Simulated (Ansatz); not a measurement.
One geometry of Ga3As4, several levels of theory.

```yaml
crystal:
  periodic: [false, false, false]
  atoms:
    - {symbol: Ga, position_ang: [1.085098, 1.388610, -1.110569]}
    - {symbol: Ga, position_ang: [-1.622917, 0.761714, -0.836335]}
    - {symbol: Ga, position_ang: [1.426074, -0.820652, 0.867818]}
    - {symbol: As, position_ang: [0.507674, 1.617001, 1.357472]}
    - {symbol: As, position_ang: [-1.207012, -0.081786, 1.683274]}
    - {symbol: As, position_ang: [0.819767, -1.072840, -1.700370]}
    - {symbol: As, position_ang: [-1.008693, -1.792045, -0.261279]}
basis:
  gaussian: {orbitals: def2-SVP, initial_orbitals: start.molden}
magnetization: {spin_polarized: true, initial_magnetization: 3}
hamiltonian: {xc: r2scan, dispersion: d4}
scf: {omitted_lower_state_checks: [starts]}
output: {orbitals: {seedname: orbitals}}
```

The file start.molden holds the orbitals of an earlier run on this structure, at another level or in another basis.

```sh
$ ansatz run in.yaml --threads 4 --pin off --events-out ev --progress --plain --max-ram 6963MiB
```

Shortened log:

```
Functional definition: r2SCAN
2517 factors; their error is unknown
mean field evaluation 1: about -400452.5267 eV, gradient 5.6e0 eV
mean field evaluation 2: about -400452.6682 eV, gradient 1.2e-1 eV
mean field evaluation 4: about -400452.4656 eV, gradient 7.4e-4 eV
mean field -400452.46560199 eV, -14716.3566744430 hartree, gradient 1.7e-5 eV, S^2 3.773679; 0 other end points of the search recorded, 0 dependent functions left out
reference -400452.46561688 eV, -14716.3566749903 hartree; 114, 111 occupied and 110, 113 virtual orbitals, 2517 factors
Total energy: -400452.59943727 eV, -14716.3615927986 hartree
Checks for a lower state left out: starts
```

Hardware: 4 threads of Intel Xeon on a shared host. Wall time 44 s, peak host memory 0.74 GiB.

First input, but with `correlation: {method: mp2}` and without the key `hamiltonian` (abridged; 63 s):

```
Functional definition: HF
mean field -400137.56303302 eV, -14704.7842184818 hartree, gradient 2.6e-6 eV, S^2 3.892972
63 core orbitals not correlated: weight in the atoms' cores, before any rotation towards them, 1.000 or more for the frozen orbitals, at most 0.000 for the correlated occupied ones
second order -42.11985387 eV of doubles, -0.00000000 eV of singles
Total energy: -400179.68288689 eV, -14706.3320945617 hartree
Checks for a lower state left out: starts
```

First input, but with `hamiltonian: {xc: hf}` (abridged; 56 s):

```
Functional definition: HF
mean field -400137.56303302 eV, -14704.7842184818 hartree, gradient 2.7e-5 eV, S^2 3.892973
Total energy: -400137.56303302 eV, -14704.7842184818 hartree
Checks for a lower state left out: starts
```

First input, but with `gaussian: {orbitals: STO-3G}`, `hamiltonian: {xc: hf}` (abridged; 1.9 min):

```
Functional definition: HF
mean field evaluation 16: about -395662.0174 eV, gradient 3.2e-1 eV
mean field -395662.33498088 eV, -14540.3226209843 hartree, gradient 8.8e-6 eV, S^2 4.846587
Total energy: -395662.33498088 eV, -14540.3226209843 hartree
Checks for a lower state left out: starts
```

The first input with `hamiltonian: {xc: pbe0, dispersion: d4}` (abridged; 45 s):

```
Functional definition: PBE0
mean field -400403.15640614 eV, -14714.5445949184 hartree, gradient 1.5e-5 eV, S^2 3.773433
Total energy: -400403.78548330 eV, -14714.5677130775 hartree
Checks for a lower state left out: starts
```

The first input with `hamiltonian: {xc: pbe, dispersion: d4}` (abridged; 14 s):

```
Functional definition: PBE
mean field -400393.63567044 eV, -14714.1947143349 hartree, gradient 2.4e-5 eV, S^2 3.757242
Total energy: -400394.36466400 eV, -14714.2215043540 hartree
Checks for a lower state left out: starts
```

Geometry: PBE-D4/def2-SVP.

Correlated methods freeze 63 core orbitals; core or outer-core shells of Ga, As are correlated, in sets that lack core-valence functions. At MP2/def2-SVP, HF/def2-SVP, HF/STO-3G the charge 0 quartet is spin-contaminated (final ⟨S²⟩ up to 4.85, 3.75 for a pure state). The order of the spin states hangs on the level: the doublet lies 0.65 eV below the quartet at PBE0-D4/def2-SVP, but 3.28 eV above it at HF/STO-3G. The structure comes from a short search, and lower isomers may exist.
